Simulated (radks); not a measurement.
The numbers below are computed, except where a source is named.
Charge is removed step by step from the 4p down level of the cadmium ion Cd2+, starting from [Ar] 3d10 4s2 4p(up 3, down 3) 4d10. Code: a radial shooting solver on a logarithmic mesh with Libxc functionals. Model: scalar-relativistic Kohn-Sham, BLYP, spin-polarised, spherical densities, finite nucleus; Fermi nuclear charge, rms radius 4.6087 fm.

| removed (e) | E - E(0) (eV) | eigenvalue (eV) | E minus straight line (eV) |
|---|---|---|---|
| 0 | 0.000 | -85.781 | 0.000 |
| 0.25 | 21.948 | -89.914 | -1.592 |
| 0.5 | 44.942 | -94.146 | -2.138 |
| 0.75 | 69.005 | -98.469 | -1.614 |
| 1 | 94.159 | -102.88 | 0.000 |

Removing the whole electron costs 94.159 eV by Delta-SCF, against 85.781 eV from minus the eigenvalue at the starting occupation. Slater's transition state (half an electron removed) gives 94.146 eV. Integrating minus the eigenvalue over the occupation (Janak's theorem) gives 94.207 eV. In this scalar-relativistic scheme the density is built from large components alone, so the theorem holds only approximately. The mean slope of the eigenvalue, de/dn, is 17.1 eV per electron.
